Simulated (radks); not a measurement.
Results of a calculation; reference values are marked as such.
Question: Ionisation of Al, [Ne] 3s2 3p1, to Al+, [Ne] 3s2, under several functionals. Scalar-relativistic Kohn-Sham, spin-polarised, spherical densities, finite nucleus; open shells are filled with parallel spins first; a radial shooting solver on a logarithmic mesh with Libxc functionals. The NIST Atomic Spectra Database gives 5.986 eV (measured). Rank these functionals by the error of their Delta-SCF ionisation energy: exchange-only PBE; MS2 meta-GGA; LDA (Slater exchange, Perdew-Wang correlation); TASK exchange with Perdew-Wang LDA correlation; BP86; BLYP.

Answer: From best to worst: LDA (Slater exchange, Perdew-Wang correlation) 5.988 eV (+0.002); BP86 6.037 eV (+0.052); TASK exchange with Perdew-Wang LDA correlation 5.928 eV (-0.058); MS2 meta-GGA 5.894 eV (-0.091); BLYP 5.764 eV (-0.222); exchange-only PBE 5.344 eV (-0.641). Open shells are spherical and high-spin; term and fine-structure splittings are not resolved.
